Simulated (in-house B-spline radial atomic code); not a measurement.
Ba⁺. Computed with a B-spline radial atomic code. Model: non-relativistic spherical atom: semilocal Troullier-Martins pseudo-atom, one channel per l, against all electrons, high spin, G0W0 and RPA with empty states to l = 8, local potential for every l without a channel, a model core (radius 0 = none) keeps its share of the functional.

Without relativity these are model numbers for so heavy an element.

What the tables leave out is listed at the end.

The pseudopotential gives back the lowest level of each angular momentum of its own functional in the configuration it was made in; a second state of the same l is only approximately right. Exact exchange, RPA and GW see the smooth pseudo-orbitals and miss the exchange with the core, for which the functional's share stands in. The column with an uncorrelated core keeps all orbitals and exact exchange, and so separates missing core correlation from pseudisation. Only the three outermost levels and the lowest empty one were computed. RPA here is direct RPA, with no exchange kernel, and its energies carry an (l + 1/2)⁻⁴ tail. A hybrid on a potential with a model core restores only its own semilocal share of the core's exchange.

Command:
```bash
python run_psgw.py task.json out
```
Settings (lengths in bohr, energies in hartree):
```
Z                      56
electrons              55
configuration          [Xe] 6s1
generated_in           [Xe] 6s2
functional             pbe,pbe
core_shells            9
radius_factor          1.15
core_correction        True
ion_configuration      [Kr] 4d10 5s2 5p6
```

Time taken, with all properties: 25 s on 1 thread of Intel(R) Xeon(R) 6975P-C (Granite Rapids) (shared host).

Given: made with PBE; model core radius 1.221 bohr; local radius 1.92 bohr; mean-field start PBE0.

Valence shells of the generating configuration: 5s, 5p, 6s.

Channel: s 1.776, p 1.93, d 2.737 (radii in bohr).

Computed: largest level miss in the spin-unpolarised generating configuration 0.033 eV; all-electron RPA polarisability, core included 76.441 bohr³; pseudo-atom RPA polarisability 76.375 bohr³; ionisation by mean-field all-electron 9.6691 eV; ionisation by mean-field pseudo minus all 0.024 eV; ionisation by RPA all-electron 10.064 eV; ionisation by RPA pseudo minus all 0.018 eV.

| level | occupied | mean-field all-electron (eV) | mean-field pseudo minus all (eV) | G0W0 all-electron (eV) | G0W0 uncorrelated core minus all (eV) | G0W0 pseudo minus all (eV) | exchange self-energy all-electron (eV) | exchange self-energy pseudo (eV) |
| --- | --- | --- | --- | --- | --- | --- | --- | --- |
| 6s up | 1 | -8.0861 | -0.019 | -10.093 | 0.074 | -0.001 | -6.9161 | -6.2705 |
| 5p down | ? | ? | ? | ? | ? | ? | ? | ? |
| 5p up | 1 | -26.072 | 0.05 | -29.418 | 0.29 | 0.167 | -23.037 | -18.772 |
| 5d up (empty) | 0 | -6.8157 | -0.138 | -4.7074 | 0.068 | -0.186 | -5.2189 | -4.0191 |

Question: What belongs in the row 5p down?

Answer: occupied: 1; mean-field all-electron (eV): -25.954; mean-field pseudo minus all (eV): 0.053; G0W0 all-electron (eV): -29.332; G0W0 uncorrelated core minus all (eV): 0.315; G0W0 pseudo minus all (eV): 0.188; exchange self-energy all-electron (eV): -22.987; exchange self-energy pseudo (eV): -18.682.

Question: What is the valence RPA correlation energy all-electron orbitals?

Answer: -0.3748 hartree.

Question: What is the valence RPA correlation energy pseudo?

Answer: -0.40382 hartree.

Among the listed levels the largest G0W0 shift of the pseudo-atom is +0.19 eV, for 5p down on the PBE0 start, while leaving the core uncorrelated moves that level by +0.32 eV. The rest, -0.13 eV, comes from pseudisation and the lost core exchange. Not in the tables (levels of low weight, unsolved or above zero; the highest and the empty levels are kept at any weight): the PBE start was refused, since an empty level lay at or below an occupied one; no Hartree-Fock pseudo-atom is run with a model core.
